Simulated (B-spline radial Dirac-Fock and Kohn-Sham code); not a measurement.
In²⁺ in Watson spheres of different radius

Method: relaxed Dirac-Fock hole states (ΔSCF) with Breit and QED corrections and a finite nucleus. Computed with a radial B-spline solver. The ion, [Kr] 4d10 5s1, sits in a hollow sphere of charge Q = -2, a simple model of the Madelung potential. Inside the sphere an electron's potential energy is raised by the constant 14.40·|Q|/R eV, so binding energies fall by about that much as long as the orbitals stay inside.

```
radius (Å)  14.40 |Q|/R (eV)  1s (eV)  2s (eV)  2p1/2 (eV)  2p3/2 (eV)  3s (eV)  3p1/2 (eV)  3p3/2 (eV)  3d3/2 (eV)  3d5/2 (eV)  4p1/2 (eV)  4p3/2 (eV)  4d3/2 (eV)  4d5/2 (eV)  5s (eV)
       1.8             16.00  27951.2   4256.3      3951.1      3743.0    840.9       717.5       679.0       462.8       455.2       100.4       93.79       27.66       26.81    10.92
         3              9.60  27957.4   4262.5      3957.2      3749.2    847.1       723.7       685.2       469.0       461.4       106.6       99.99       33.87       33.02    16.99
```

From the smallest to the largest radius 1s moves by +6.2 eV, while the constant potential alone would give +6.4 eV; the difference comes from charge outside the sphere and its screening.
